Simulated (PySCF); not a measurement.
Sn(H)(Me) (CH₄Sn), SMILES [CH3][SnH] (connectivity only; charge and spin as stated), neutral, multiplicity 1.

Geometry: r2SCAN-D4/def2-TZVP. The def2 effective core potentials stand for the cores of Sn; spin–orbit coupling is left out.

Two levels are set side by side: PBE/def2-TZVPD (PySCF) and B3LYP/def2-TZVPD (PySCF). Same geometry, gas phase. Differences are taken from unrounded values.

```tsv
quantity	PBE
orbital gap (eV)	1.90
highest occupied level (eV)	-5.29
lowest empty level (eV)	-3.39
dipole moment (D)	0.60
mean polarisability (bohr³)	64.3
```

Q: These are the PBE values. What does B3LYP give? (An estimate is asked for; the answer gives what the named calculation found.)

A: 
```csv
quantity,B3LYP,PBE minus B3LYP
orbital gap (eV),3.21,-1.30
highest occupied level (eV),-6.10,0.81
lowest empty level (eV),-2.90,-0.50
dipole moment (D),0.62,-0.02
mean polarisability (bohr³),62.9,1.5
```

Without exact exchange PBE keeps part of each electron's self-repulsion, which lifts occupied levels and narrows the gap. Differences between two approximate levels are no errors against the true value.

Rough cost on one machine, each run with all the roots and properties that it gave: B3LYP against PBE within a factor of 2.
